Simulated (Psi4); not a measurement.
Pair of molecules, SMILES S with SMILES C#N, pulled apart as rigid monomers along the line of their centres of mass from the B3LYP-D3(BJ)/def2-TZVP minimum (SMILES order as in the coordinates).
Starting geometry (charge 0, multiplicity 1):
```xyz
6

S      0.2190     0.0231    -0.8022
H      0.3110    -0.0499     0.5374
H     -0.0105    -1.2940    -0.9229
C      0.5791    -0.1106     4.0462
N      0.4779    -0.1653     2.9068
H      0.6731    -0.0600     5.1079
```

Level of theory: SAPT0/jun-cc-pV(D+d)Z (Psi4).

```csv
H2···N5 (Å),electrostatics (kcal/mol),exchange (kcal/mol),induction (kcal/mol),dispersion (kcal/mol),total
2.14,-4.96,6.96,-1.76,-1.85,-1.61
2.38,-3.20,3.07,-0.87,-1.17,-2.17
2.73,-1.92,0.88,-0.34,-0.62,-2.00
3.33,-1.07,(withheld),-0.10,(withheld),-1.31
4.28,-0.56,0.00,-0.03,-0.07,-0.66
```

Problem. Fill in the missing entries.

Solution. 
- 3.33, dispersion (kcal/mol): -0.24
- 3.33, exchange (kcal/mol): 0.11
